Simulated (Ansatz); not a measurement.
Tuning the range parameter of LC-ωPBE so that −HOMO meets the ionisation energy; basis def2-TZVP, Ansatz. System: GaH2Et (C2H7Ga). Charge 0, multiplicity 1. Geometry: PBE0-D4/def2-SVP. The ionised state is a doublet.

Geometry of the singlet:

```xyz
10

Ga   -0.350    0.730    1.469
H    -0.062   -0.133    2.758
H    -0.353    2.303    1.596
C    -0.628   -0.154   -0.280
C     0.695   -0.475   -0.982
H    -1.248    0.496   -0.920
H    -1.202   -1.082   -0.118
H     0.532   -0.973   -1.953
H     1.286    0.433   -1.188
H     1.330   -1.147   -0.382
```

```
ω (1/bohr)  HOMO (eV)  LUMO (eV)  vertical IE (eV)  HOMO + IE (eV)
       0.1      -7.77      -0.89              9.43            1.67
      0.15      -8.37      -0.38              9.49            1.13
       0.2      -8.87       0.00              9.57            0.70
       0.3      -9.65       0.45              9.73            0.08
```

Problem. Where does the tuning condition hold?

Solution. Not within the range that was run.
